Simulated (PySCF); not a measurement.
Simulated outer-valence photoelectron spectrum of `C[AsH2]` (methylarsine). Level of theory: EOM-IP-CCSD/aug-cc-pVDZ in PySCF, restricted Hartree–Fock reference, 10 core orbitals frozen, non-relativistic, gas phase, PBE0-D3(BJ)/def2-SVP geometry.

Each root has a Gaussian of 0.3 eV full width with its one-hole share as area; cross sections and vibrations are left out, and the highest printed point is 100.

ionisation energy (eV), intensity and a bar:
```
      9.1          0 
      9.2          4 #
      9.3         17 #####
      9.4         42 ############
      9.5         55 #################
      9.6         39 ############
      9.7         15 #####
      9.8          3 #
      9.9          0 
     10.0          0 
     10.1          0 
     10.2          0 
     10.3          0 
     10.4          0 
     10.5          0 
     10.6          0 
     10.7          0 
     10.8          0 
     10.9          0 
     11.0          0 
     11.1          0 
     11.2          0 
     11.3          0 
     11.4          0 
     11.5          1 
     11.6          7 ##
     11.7         26 ########
     11.8         50 ###############
     11.9         52 ################
     12.0         35 ###########
     12.1         33 ##########
     12.2         50 ###############
     12.3         52 ################
     12.4         30 #########
     12.5         10 ###
     12.6          2 
     12.7          0 
     12.8          0 
     12.9          0 
     13.0          0 
     13.1          0 
     13.2          0 
     13.3          0 
     13.4          0 
     13.5          0 
     13.6          0 
     13.7          0 
     13.8          0 
     13.9          0 
     14.0          0 
     14.1          1 
     14.2          9 ###
     14.3         35 ##########
     14.4         77 #######################
     14.5        100 ##############################
     14.6         77 #######################
     14.7         35 ###########
     14.8          9 ###
     14.9          1 
     15.0          0
```

Task: Where are the maxima, and how many lines lie under the curve?

Result: 4 maxima, at 9.5, 11.9, 12.3 and 14.5 eV, from 5 lines. At this width some lines have no maximum of their own.

Task: List the lines with their holes.

Result: 
```json
{"E (eV)": "9.50", "leading hole (HF orbital)": "HOMO", "area": "0.96", "Koopmans (eV)": "9.73"}
{"E (eV)": "11.86", "leading hole (HF orbital)": "HOMO-1", "area": "0.95", "Koopmans (eV)": "12.46"}
{"E (eV)": "12.26", "leading hole (HF orbital)": "HOMO-2", "area": "0.95", "Koopmans (eV)": "12.86"}
{"E (eV)": "14.45", "leading hole (HF orbital)": "HOMO-3", "area": "0.95", "Koopmans (eV)": "15.52"}
{"E (eV)": "14.55", "leading hole (HF orbital)": "HOMO-4", "area": "0.95", "Koopmans (eV)": "15.58"}
```

The widest gap, 2.36 eV, lies between 9.50 and 11.86 eV. Only orbitals with −ε under 21 eV, eight at most, were ionised, so the high end of the curve may lack lines.
